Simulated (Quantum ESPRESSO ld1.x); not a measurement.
Values are calculated unless marked as measured or tabulated.
Problem. The table gives one normalised radial function P(r) = r R(r) of Pr in [Xe] 4f2 5d2 6s1 (r in bohr). Code: ld1.x of Quantum ESPRESSO 7.5. Model: scalar-relativistic Kohn-Sham, LDA (Slater exchange, Perdew-Wang correlation), spin-polarised, spherical densities, point nucleus; open shells are filled with parallel spins first (spin-orbit coupling, left out, can overturn this in heavy ions).

| r | P |
|---|---|
| 0.003449 | 0.0269 |
| 0.004048 | 0.0299 |
| 0.004712 | 0.0327 |
| 0.00553 | 0.0357 |
| 0.006438 | 0.0384 |
| 0.007495 | 0.0407 |
| 0.008795 | 0.0426 |
| 0.01024 | 0.0435 |
| 0.01202 | 0.0433 |
| 0.01399 | 0.0416 |
| 0.01642 | 0.0377 |
| 0.01911 | 0.0317 |
| 0.02243 | 0.0226 |
| 0.02611 | 0.0113 |
| 0.03064 | -0.0034 |
| 0.03567 | -0.0192 |
| 0.04186 | -0.0367 |
| 0.04873 | -0.0522 |
| 0.05673 | -0.0642 |
| 0.06657 | -0.0699 |
| 0.0775 | -0.0660 |
| 0.09094 | -0.0498 |
| 0.1059 | -0.0229 |
| 0.1242 | 0.0149 |
| 0.1446 | 0.0535 |
| 0.1697 | 0.0871 |
| 0.1976 | 0.1018 |
| 0.2319 | 0.0902 |
| 0.2699 | 0.0505 |
| 0.3143 | -0.0108 |
| 0.3688 | -0.0820 |
| 0.4293 | -0.1334 |
| 0.5038 | -0.1475 |
| 0.5865 | -0.1112 |
| 0.6883 | -0.0258 |
| 0.8013 | 0.0787 |
| 0.9403 | 0.1790 |
| 1.095 | 0.2335 |
| 1.285 | 0.2251 |
| 1.496 | 0.1505 |
| 1.755 | 0.0162 |
| 2.043 | -0.1380 |
| 2.378 | -0.2888 |
| 2.791 | -0.4163 |
| 3.249 | -0.4917 |
| 3.813 | -0.5177 |
| 4.439 | -0.4954 |
| 5.209 | -0.4329 |
| 6.065 | -0.3502 |
| 7.117 | -0.2550 |
| 8.285 | -0.1709 |
| 9.723 | -0.0997 |
| 11.32 | -0.0528 |
| 13.28 | -0.0234 |
| 15.46 | -0.0093 |

Which n and l does it have? It may be an empty orbital.

Solution. n = 6, l = 0: the number of nodes gives n - l - 1 = 5, the rise at small r (about r^(l+1), flatter next to the nucleus through relativity) gives l, and the extent must fit the shell. The curve is that of 6s down; the table hardly tells the two spins apart. 6s down (empty): eigenvalue -2.546 eV, 5 radial nodes at r = 0.0296, 0.117, 0.307, 0.716, 1.78 bohr, <r> = 4.64 bohr, 90 % of the charge inside 6.98 bohr.
